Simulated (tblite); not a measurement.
Species: C8H8FN.
Structure used (GFN2-xTB), in Å, numbered top down from 1:
```xyz
18
C8H8FN angstrom
N     -2.7951   -0.0097    2.4870
C     -2.5212    0.0628    1.3798
C     -2.1342    0.1528   -0.0072
C     -0.6274    0.1241   -0.1074
C      0.0961    1.2025   -0.3687
C      1.5856    1.2096   -0.4627
C      2.1817   -0.1533   -0.3445
C      1.4774   -1.2375   -0.0717
C     -0.0031   -1.2216    0.1399
F     -0.5899   -2.1590   -0.7193
H     -2.5613   -0.7014   -0.5420
H     -2.5369    1.0779   -0.4264
H     -0.3898    2.1569   -0.5249
H      1.9948    1.8587    0.3213
H      1.8876    1.6572   -1.4164
H      3.2508   -0.2181   -0.4890
H      1.9361   -2.2131   -0.0098
H     -0.2599   -1.5825    1.1503
```

All values are computed: GFN2-xTB (tblite) harmonic vibrations without scaling, gas phase. The method is semi-empirical: single wavenumbers can be off by several per cent or more. One conformer, not necessarily the lowest.

Harmonic wavenumbers (cm⁻¹): 36.5, 40.2, 95.9, 237.4, 245.5, 265.8, 345.3, 379.6, 394.4, 479.7, 482.0, 551.4, 644.2, 730.5, 774.3, 831.3, 885.0, 899.9, 925.4, 954.3, 963.0, 979.4, 989.8, 1025.5, 1102.7, 1121.8, 1144.1, 1154.3, 1179.3, 1248.6, 1259.5, 1274.6, 1327.2, 1334.0, 1351.6, 1412.2, 1436.1, 1731.4, 1749.4, 2410.9, 2842.3, 2903.4, 2941.1, 2955.7, 2975.0, 3057.4, 3071.0, 3091.9.

A = 2170, B = 994.1, C = 811.7 MHz; mass 137.064 u (most abundant isotopes); point group C1, symmetry number 1.

What is the zero-point energy?

½Σν̃ = 30116 cm⁻¹ = 86.11 kcal/mol.

Entropy at 400 K, 1 bar (ideal gas, RRHO, classical rotation)?

Translation 42.14, rotation 30.47, vibration 36.85: S = 109.5 cal/(mol K).

And Cp and H(400 K) − H(0)?

Cp = 46.51 cal/(mol K), of which vibrations give 38.56 (their classical limit is 48 R = 95.4); H(400 K) − H(0) = 10.71 kcal/mol without the zero-point energy, 7.53 from vibrations.

What must be added to the electronic energy to get the Gibbs energy at 400 K and 1 bar?

ZPE + [H(400 K) − H(0)] − T·S = 86.11 + 10.71 − 43.79 = 53.03 kcal/mol.

Blend soft modes into free rotors: weight 1/[1 + (100 cm⁻¹/ν̃)⁴] for the oscillator and the rest for a rotor with moment μB/(μ + B), μ = h/(8π²ν), B = 10⁻⁴⁴ kg m². What vibrational entropy results?

32.78 cal/(mol K) in place of 36.85, which changes −T·S at 400 K by +1.63 kcal/mol.

Which modes carry the vibrational entropy at 400 K?

36.5 cm⁻¹: 6.02; 40.2 cm⁻¹: 5.83; 95.9 cm⁻¹: 4.11; 237.4 cm⁻¹: 2.36; 245.5 cm⁻¹: 2.30; 265.8 cm⁻¹: 2.15 cal/(mol K); the other 42 give 14.08 together.

Hindered rotation and anharmonicity are outside this model. Other conformers, if any are populated, would add a mixing term that is left out. The structure is chiral; the term R ln 2 for an equal mix with its mirror image is left out.
